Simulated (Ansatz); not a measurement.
Cartesian coordinates in Å:
```
O -1.707 -0.404 -0.333
C -0.750 0.312 -0.179
B 0.702 -0.284 0.166
F 0.893 -1.571 0.287
F 1.719 0.532 0.332
H -0.856 1.415 -0.273
```

Total charge 0; spin multiplicity 1.

List the r2SCAN/def2-TZVPP orbital energies in eV (the Gaussian-basis code of Ansatz). (Best estimate.)

The calculation gave: Occupied: -667.49, -667.40, -516.68, -275.82, -183.73, -33.33, -32.59, -28.37, -16.97, -15.10, -14.17, -13.37, -13.04, -11.98, -11.56, -10.99, -10.89, -10.73, -6.52. Lowest empty: -3.70, 0.75, 0.81, 2.33, 2.44, 3.48, 3.57, 5.04.
